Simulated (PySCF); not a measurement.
H$_{2}$MoO$_{4}$ (SMILES [O]=[Mo](=[O])([OH])[OH]), singlet, at a GFN2-xTB geometry (such geometries of metal compounds can be far from the true shape) (core potentials on Mo); DF-B3LYP/def2-TZVPPD (PySCF).

PySCF was given this input:
```python
from pyscf import gto, scf, dft

mol = gto.M(
    atom='''
Mo    0.045563    0.000496    0.005901
O     1.113849    0.784974   -0.965381
O     0.847735   -0.763611    1.219446
O    -0.818155   -1.200353   -0.950452
H    -1.101221   -1.934258   -1.505114
O    -1.058798    1.179911    0.707348
H    -1.489472    1.906043    1.169567
''',
    basis='def2-tzvppd',
    ecp={'Mo': 'def2-tzvppd'},
    charge=0,
    spin=0,
    verbose=4,
    max_memory=1800,
)

mf = dft.RKS(mol)
mf.xc = 'b3lyp'
mf = mf.density_fit(auxbasis='def2-universal-jkfit')
mf.kernel()
```

Task: Predict the main parts of the log of this PySCF run.

Result: 
```
PySCF version 2.14.0

[INPUT] verbose = 4
[INPUT] num. atoms = 7
[INPUT] num. electrons = 48
[INPUT] charge = 0
[INPUT] spin (= nelec alpha-beta = 2S) = 0
[INPUT] symmetry False subgroup None
[INPUT] Mole.unit = angstrom
[INPUT] Symbol           X                Y                Z      unit          X                Y                Z       unit  Magmom
[INPUT]  1 Mo     0.045563000000   0.000496000000   0.005901000000 AA    0.086101591414   0.000937304158   0.011151273861 Bohr   0.0
[INPUT]  2 O      1.113849000000   0.784974000000  -0.965381000000 AA    2.104869554121   1.483385874904  -1.824305695859 Bohr   0.0
[INPUT]  3 O      0.847735000000  -0.763611000000   1.219446000000 AA    1.601986976208  -1.443015655705   2.304418963696 Bohr   0.0
[INPUT]  4 O     -0.818155000000  -1.200353000000  -0.950452000000 AA   -1.546088877444  -2.268338422800  -1.796093974545 Bohr   0.0
[INPUT]  5 H     -1.101221000000  -1.934258000000  -1.505114000000 AA   -2.081006092620  -3.655217874249  -2.844253246249 Bohr   0.0
[INPUT]  6 O     -1.058798000000   1.179911000000   0.707348000000 AA   -2.000838241237   2.229708641362   1.336693994759 Bohr   0.0
[INPUT]  7 H     -1.489472000000   1.906043000000   1.169567000000 AA   -2.814694150208   3.601899251644   2.210161314329 Bohr   0.0

nuclear repulsion = 233.920667704133
number of shells = 86
number of NR pGTOs = 334
number of NR cGTOs = 250
basis = def2-tzvppd
ecp = {'Mo': 'def2-tzvppd'}

******** <class 'pyscf.df.df_jk.DFRKS'> ********
method = DFRKS
initial guess = minao
damping factor = 0
level_shift factor = 0
DIIS = <class 'pyscf.scf.diis.CDIIS'>
diis_start_cycle = 1
diis_space = 8
diis_damp = 0
SCF conv_tol = 1e-09
SCF conv_tol_grad = None
SCF max_cycles = 50
direct_scf = False
XC library pyscf.dft.libxc version 7.1.2
    S. Lehtola, C. Steigemann, M. J. T. Oliveira, and M. A. L. Marques,  SoftwareX 7, 1–5 (2018)
XC functionals = b3lyp
    P. J. Stephens, F. J. Devlin, C. F. Chabalowski, and M. J. Frisch,  J. Phys. Chem. 98, 11623 (1994)
radial grids:
    Treutler-Ahlrichs [JCP 102, 346 (1995); DOI:10.1063/1.469408] (M4) radial grids

becke partition: Becke, JCP 88, 2547 (1988); DOI:10.1063/1.454033
pruning grids: <function nwchem_prune>
grids dens level: 3
symmetrized grids: False
atomic radii adjust function: <function treutler_atomic_radii_adjust>
small_rho_cutoff = 0
Set gradient conv threshold to 3.16228e-05
Initial guess from minao.
tot grids = 98384
******** <class 'pyscf.df.df.DF'> ********
auxbasis = def2-universal-jkfit
init E= -364.290446509562
  HOMO = -0.647218348364559  LUMO = -0.351761929588342  gap/eV = 8.03978
cycle= 1 E= -370.076307442217  delta_E= -5.79  |g|=  1.8  |ddm|= 5.41
  HOMO = -0.0689031196882048  LUMO = -0.0282491807383381  gap/eV = 1.10625
cycle= 2 E= -365.941117175515  delta_E= 4.14  |g|= 5.04  |ddm|= 2.91
  HOMO = -0.242646232969664  LUMO = -0.00961328737440763  gap/eV = 6.34115
cycle= 3 E= -370.340917643594  delta_E= -4.4  |g|= 1.22  |ddm|= 2.44
  HOMO = -0.292804208041961  LUMO = -0.0624160477784481  gap/eV = 6.26918
cycle= 4 E= -370.593102734233  delta_E= -0.252  |g|= 0.443  |ddm|= 0.74
  HOMO = -0.327917727713636  LUMO = -0.075597688250961  gap/eV = 6.86598
cycle= 5 E= -370.621296948316  delta_E= -0.0282  |g|= 0.162  |ddm|= 0.247
  HOMO = -0.306599574154394  LUMO = -0.0541239128934251  gap/eV = 6.87021
cycle= 6 E= -370.626500432931  delta_E= -0.0052  |g|= 0.0339  |ddm|= 0.105
  HOMO = -0.310201229254918  LUMO = -0.0551772665554269  gap/eV = 6.93956
cycle= 7 E= -370.626739928228  delta_E= -0.000239  |g|= 0.00584  |ddm|= 0.019
  HOMO = -0.310478309922726  LUMO = -0.0551354220962138  gap/eV = 6.94823
cycle= 8 E= -370.626745383742  delta_E= -5.46e-06  |g|= 0.00102  |ddm|= 0.00253
  HOMO = -0.310475403427905  LUMO = -0.0551532503966001  gap/eV = 6.94767
cycle= 9 E= -370.62674555382  delta_E= -1.7e-07  |g|= 0.000234  |ddm|= 0.000552
  HOMO = -0.310472840827789  LUMO = -0.0551526706512268  gap/eV = 6.94762
cycle= 10 E= -370.626745531932  delta_E= 2.19e-08  |g|= 0.000413  |ddm|= 0.000287
  HOMO = -0.310469899751876  LUMO = -0.0551529227626621  gap/eV = 6.94753
cycle= 11 E= -370.626745563513  delta_E= -3.16e-08  |g|= 3.41e-05  |ddm|= 0.000199
  HOMO = -0.31047021191107  LUMO = -0.0551545153389915  gap/eV = 6.94749
cycle= 12 E= -370.626745563723  delta_E= -2.1e-10  |g|= 3.11e-06  |ddm|= 1.6e-05
  HOMO = -0.31047040420605  LUMO = -0.0551549791812057  gap/eV = 6.94749
Extra cycle  E= -370.626745563719  delta_E= 4.32e-12  |g|= 5.4e-06  |ddm|= 4.83e-06
converged SCF energy = -370.626745563719
```
